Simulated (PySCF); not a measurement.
## Frontier levels across methods

C4H5BCl2.
Cartesian coordinates in Å at the PBE0-D3(BJ)/def2-SVP level; atoms count from 1:
```
atom  x, y, z in Å
C1     2.4987    0.8216   -0.0500
C2     1.2111    0.1510    0.0289
C3     0.1349   -0.4016    0.0962
C4    -1.1697   -1.0335    0.1809
B5    -2.4054   -0.0841    0.3959
Cl6   -4.0120   -0.7882    0.4220
Cl7   -2.2458    1.6363    0.6209
H8     3.3301    0.1127    0.0876
H9     2.6327    1.3094   -1.0284
H10    2.5883    1.5990    0.7248
H11   -1.3803   -1.6408   -0.7197
H12   -1.2007   -1.7680    1.0095
```

Basis pcSseg-1 throughout (PySCF), one geometry. One conformer (not necessarily the lowest) at the PBE0-D3(BJ)/def2-SVP geometry, without solvent, vibrations or thermal averaging.

Problem. How do the orbital energies, the gap and the dipole change with the method?

Solution. 
```json
{"method": "BLYP", "kind": "GGA", "HOMO (eV)": "-5.88", "LUMO (eV)": "-2.09", "gap (eV)": "3.79", "μ (D)": "1.30", "SCF cycles": "15"}
{"method": "B97-D", "kind": "GGA", "HOMO (eV)": "-6.02", "LUMO (eV)": "-2.10", "gap (eV)": "3.92", "μ (D)": "1.38", "SCF cycles": "14"}
{"method": "KT2", "kind": "GGA", "HOMO (eV)": "-6.10", "LUMO (eV)": "-2.29", "gap (eV)": "3.80", "μ (D)": "1.39", "SCF cycles": "15"}
{"method": "BP86", "kind": "GGA", "HOMO (eV)": "-6.17", "LUMO (eV)": "-2.37", "gap (eV)": "3.80", "μ (D)": "1.39", "SCF cycles": "15"}
{"method": "B97-2", "kind": "global hybrid", "HOMO (eV)": "-7.05", "LUMO (eV)": "-1.36", "gap (eV)": "5.69", "μ (D)": "1.47", "SCF cycles": "14"}
{"method": "PBE0", "kind": "global hybrid", "HOMO (eV)": "-7.31", "LUMO (eV)": "-1.37", "gap (eV)": "5.94", "μ (D)": "1.48", "SCF cycles": "14"}
{"method": "mPW1PW91", "kind": "global hybrid", "HOMO (eV)": "-7.34", "LUMO (eV)": "-1.38", "gap (eV)": "5.96", "μ (D)": "1.48", "SCF cycles": "14"}
{"method": "LC-wPBE", "kind": "range-separated hybrid", "HOMO (eV)": "-10.09", "LUMO (eV)": "0.91", "gap (eV)": "11.00", "μ (D)": "1.56", "SCF cycles": "14"}
```

The HOMO spans 4.21 eV, from BLYP down to LC-wPBE, and the gap runs from 3.79 eV (BLYP) to 11.00 eV (LC-wPBE). Over the methods BLYP (0 %), B97-D (0 %), KT2 (0 %), BP86 (0 %), B97-2 (21 %), PBE0 (25 %), mPW1PW91 (25 %), a straight line through the gap against the share of exact exchange rises by 0.86 eV for each 10 % (correlation coefficient 0.999). The dipole ranges from 1.30 D (BLYP) to 1.56 D (LC-wPBE). This basis has no diffuse functions.
